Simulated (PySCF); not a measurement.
BCl, triplet, geometry from GFN2-xTB (the spin is typed, not shown lowest). Base run: HF/aug-cc-pVDZ (PySCF).

Input for PySCF:
```python
from pyscf import gto, scf

mol = gto.M(
    atom='''
B    -0.000000   -0.000000   -1.299651
Cl    0.000000    0.000000    0.382250
''',
    basis='aug-cc-pvdz',
    charge=0,
    spin=2,
    verbose=5,
)

mf = scf.UHF(mol)
mf.kernel()
```

Each row names what was changed in the base input (with any setting that the change needs).

| change | ΔE vs base (mEh) | fitting functions | dipole (D) |
|---|---|---|---|
| base | 0.000 | - | 0.45 |
| auxbasis = default (with mf = mf.density_fit()) | 0.168 | 214 | 0.45 |
| auxbasis = def2-universal-jfit | 2047.4 | 100 | 0.40 |
| auxbasis = cc-pvtz-jkfit | 0.043 | 200 | 0.45 |
| auxbasis = autoaux | 0.124 | 327 | 0.45 |
| auxbasis = even-tempered beta=3.0 | -0.050 | 250 | 0.45 |
| auxbasis = cc-pvqz-jkfit | 0.015 | 254 | 0.45 |
| auxbasis = cc-pvtz-ri | 2.858 | 203 | 0.45 |
| exchange = seminumerical (SGX) (with mf = sgx.sgx_fit(mf, auxbasis='def2-universal-jfit'); with mf.with_df.dfj = True) | -0.084 | 100 | 0.45 |
| only_dfj = on; auxbasis = def2-universal-jfit | -0.094 | 100 | 0.45 |

A fitting set is made for a task (jfit for Coulomb, jkfit for Coulomb and exchange, ri for correlation) and for a family of orbital bases.

Open shells are given as the SCF converged; they aren't shown to be the lowest states, and a large step between rows can be another state.
